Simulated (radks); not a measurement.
Task: Species: P5+. Configuration: [Ne]. Calculated with a radial shooting solver on a logarithmic mesh with Libxc functionals: scalar-relativistic Kohn-Sham, r2SCAN, spin-polarised, spherical densities, finite nucleus; meta-GGA in the generalised Kohn-Sham scheme; Fermi nuclear charge, rms radius 3.1889 fm. Some entries of the table are withheld. Estimate them.

orbital  occ.  eigenvalue (eV)  <r> (bohr)
1s          2              (1)         (2)
2s          2              (3)         (4)
2p          6              (5)         (6)

Result: 
(1) 1s eigenvalue (eV): -2175.176
(2) 1s <r> (bohr): 0.1036
(3) 2s eigenvalue (eV): -253.4526
(4) 2s <r> (bohr): 0.5139
(5) 2p eigenvalue (eV): -202.1131
(6) 2p <r> (bohr): 0.4777
